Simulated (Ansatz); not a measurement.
`C[SiH](Br)Br`, relaxed with RKS PBE-D4/def2-SVP in Ansatz from a rough embedded geometry. The force threshold is 0.03 eV/Å; the program also tests the step.

Charge 0, multiplicity 1.

Start:

```xyz
8

C     0.217   -0.784    0.541
Si   -0.348    0.634   -0.407
Br    0.113    0.258   -2.507
Br    0.779    2.421    0.192
H     0.014   -0.632    1.669
H    -0.297   -1.737    0.312
H     1.298   -0.988    0.482
H    -1.777    0.828   -0.282
```

```tsv
step	energy (eV)	largest force (eV/Å)	largest move (Å)
1	-149028.4354	2.362	0.000
2	-149028.6108	1.149	0.123
3 (rejected)	-149028.5492	0.866	0.200
4	-149028.6419	0.095	0.054
5	-149028.6436	0.031	0.022
6	-149028.6436	0.005	0.004
```

End:

```xyz
8

C     0.235   -0.833    0.610
Si   -0.332    0.624   -0.420
Br    0.094    0.223   -2.585
Br    0.756    2.472    0.234
H     0.022   -0.644    1.681
H    -0.301   -1.751    0.293
H     1.323   -0.995    0.486
H    -1.798    0.903   -0.298
```

It took 15 s on 4 threads of a server CPU on a shared host, with 0.18 GiB of host memory at the peak.
